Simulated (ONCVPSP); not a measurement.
Potentials for Ge (Z = 32) compared

Generated with ld1.x 7.5 (TM, RRKJ, ultrasoft, PAW), atompaw 4.2 or ONCVPSP 4.0.1. The cutoff is in Ry: for ld1.x and atompaw files where the sum of valence levels is converged to 10 mRy in a Bessel basis, for ONCV files where the hardest occupied wave has 1 mHa per electron of residual kinetic energy. The error is the largest all-electron minus pseudo excitation energy over each file’s own four to seven test configurations (ionisations up to +4, promotions, holes and added fractions of an electron), all of which were solved. The labels leave out finer settings (local radius, basis sizes, second energies), which also bear on the numbers. Spin-polarised tests are not counted. The rows are a selection from randomly drawn settings: files with unsolved tests, undetermined cutoffs or missed reference levels are left out.

A true bound ghost makes a file unfit for plane-wave use even where its test errors are small: the radial tests pick states by their node count and pass the ghost by.

```csv
potential,cutoff (Ry),largest error (meV),bound ghosts
"ONCV, PBE, scalar-relativistic, rc 1.75/1.85/0.95/1.45 (spdf), local smoothed, core correction yes, reference 3d10 4s1, qcut 3.6/5.1/16.9/7.7, projectors 3/2/2/3",222,+168,f
"ONCV, PW91, non-relativistic, rc 1.05/0.90/1.25 (spd), local smoothed, core correction no, reference 3s2 3p6 3d10 4s1 4p3, qcut 10/17.7/10.1, projectors 2/2/1",196,-12,none
"ONCV, PBE, scalar-relativistic, rc 1.15/1.20/1.15 (spd), local smoothed, core correction yes, reference 3s2 3p6 3d10 4s2 4p2, qcut 9.7/9/11.7, projectors 2/2/3",131,-80,none
"ONCV, LDA (Perdew-Wang 92), fully relativistic, rc 1.90/1.95/1.15 (spd), local smoothed, core correction yes, reference 3d10 4s2 4p2, qcut 3.2/3.4/15.3, projectors 2/2/2",187,-217,none
"ONCV, PW91, scalar-relativistic, rc 0.95/1.15/0.95 (spd), local smoothed, core correction yes, reference 3s2 3p6 3d10 4s2 4p2, qcut 12.6/11.7/17, projectors 2/2/2",230,-29,none
"ONCV, PBE, scalar-relativistic, rc 1.50/1.90/1.05 (spd), local smoothed, core correction yes, reference 3d10 4s1 4p3, qcut 4.4/4.5/16.7, projectors 2/1/2",206,+3.0,none
```

(1) Fill in the row for Ge: ONCV, LDA (Perdew-Wang 92), scalar-relativistic, rc 1.25/1.10/0.95/1.30 (spdf), local smoothed, core correction yes, reference 3s2 3p6 3d10 4s2 4p2, qcut 9.3/13.5/14.8/7.3, projectors 3/2/3/2.

Results:

(1) cutoff 197 Ry, largest error -59 meV, bound ghosts: none.
